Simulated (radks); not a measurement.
Task: These are the eigenvalues of the occupied orbitals of an atom or ion with whole-number occupations (hartree). All-electron calculation, scalar-relativistic Kohn-Sham, r2SCAN, spin-polarised, spherical densities, finite nucleus; meta-GGA in the generalised Kohn-Sham scheme; Fermi nuclear charge, rms radius of each element as measured or else 0.836 A^(1/3) + 0.57 fm. Program: a radial shooting solver on a logarithmic mesh with Libxc functionals.

1s: -809.8083
2s: -118.5840
2p: -106.3107
3s: -22.68159
3p: -18.61127
3d: -12.08254
4s: -4.75079
4p: -3.59314
4d: -1.90214

Which element is it, and in what charge state? The configuration may be excited.

Result: Z = 44, ruthenium, charge +4: Ru4+ in [Kr] 4d(up 2, down 2). The list shows which subshells hold electrons but not how many an open one holds; the 1s level, -809.81 hartree, gives Z - s = 40.2 by -(Z - s)^2/2, which with screening and relativity narrows Z to a few neighbours, and the depths of the outer levels then fix element, charge and occupations together.
